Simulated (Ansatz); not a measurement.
I$_{4}$Si, charge -1, doublet, geometry from GFN2-xTB (a state made from the parent by changing its charge; the spin is typed, not shown lowest) (core potentials on I) (a gas-phase anion, which may not be bound at this level); LC-WPBE/def2-SVP (Ansatz, a quantum-chemistry and plane-wave program).

The Ansatz input:
Ansatz 0.2 input:
```yaml
crystal:
  periodic: [false, false, false]
  atoms:
    - {symbol: I, position_ang: [2.69206265, -1.28559810, -0.11749383]}
    - {symbol: Si, position_ang: [0.11947029, -0.02446008, 0.39086660]}
    - {symbol: I, position_ang: [-1.35336117, -1.64299540, -0.89741311]}
    - {symbol: I, position_ang: [-1.71857380, 0.98771374, 2.10451762]}
    - {symbol: I, position_ang: [0.34831413, 1.94734091, -1.19285845]}
basis:
  gaussian:
    orbitals: def2-SVP
hamiltonian:
  xc: lc_wpbe
total_charge: -1
magnetization: {spin_polarized: true, initial_magnetization: 1}
```

Q: What does Ansatz print? Leave out banner, timings and long lists.

A: 
```
Functional definition: LC-wPBE
1460 factors; their error is unknown
492 factors; integrals over basis functions are off by at most 3.8e-6 eV
mean field evaluation 1: about -40282.4333 eV, gradient 1.9e1 eV
mean field evaluation 2: about -40282.8544 eV, gradient 1.9e1 eV
mean field evaluation 4: about -40285.2853 eV, gradient 7.1e-1 eV
mean field evaluation 8: about -40285.3069 eV, gradient 6.9e-2 eV
mean field evaluation 16: about -40285.2749 eV, gradient 7.6e-4 eV
mean field -40285.27490621 eV, -1480.4565464630 hartree, gradient 5.4e-5 eV, S^2 0.771554; 0 other end points of the search recorded, 0 dependent functions left out
reference -40285.27490621 eV, -1480.4565464632 hartree; 58, 57 occupied and 64, 65 virtual orbitals, 1460 factors
Total energy: -40285.27490621 eV, -1480.4565464632 hartree
```
